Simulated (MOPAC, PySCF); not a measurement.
H₃ClSi, SMILES `Cl[SiH3]`, neutral singlet in the gas phase. 

Z-matrix (Å, degrees):
```
Si
H 1 1.4794
H 1 1.4794 2 110.35
H 1 1.4794 2 110.34 3 -122.20
Cl 1 2.0557 2 108.58 4 -118.90
```
Charge 0, multiplicity 1.

All levels are single points at this geometry (r2SCAN-D4/def2-TZVP); Pople sets use spherical d functions. Orbital energies aren't observables, and empty levels follow the basis.

B3LYP/LANL2DZ in PySCF gives dipole (D) = 2.34.

Q: Estimate the dipole (D) from each of these levels: r2SCAN-D4/def2-TZVP in PySCF; B3LYP/6-31G* in PySCF; M06-2X/6-31G* in PySCF; HF/STO-3G in PySCF; PM7 in MOPAC.

A: 
```
level                         dipole (D)
----------------------------  ----------
r2SCAN-D4/def2-TZVP in PySCF        1.22
B3LYP/6-31G* in PySCF               1.69
M06-2X/6-31G* in PySCF              1.84
HF/STO-3G in PySCF                  2.84
PM7 in MOPAC                        2.43
```
